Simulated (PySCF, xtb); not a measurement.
GeH6P2, SMILES [PH2][GeH2][PH2].

GFN2-xTB run with xtb at its own geometry gives an orbital gap of 4.08 eV and a dipole moment of 1.90 D.

Coordinates come from a PBE-D3(BJ)/def2-SVP optimisation. This is a generated structure with no PubChem entry under its InChIKey; it may be hypothetical. One conformer was computed; it need not be the lowest.

Question: What does PBE/def2-TZVPD (PySCF) give? (An estimate is asked for; the answer gives what the named calculation found.)

Answer: gap 4.50 eV (levels -6.08 and -1.58 eV), dipole 0.58 D.
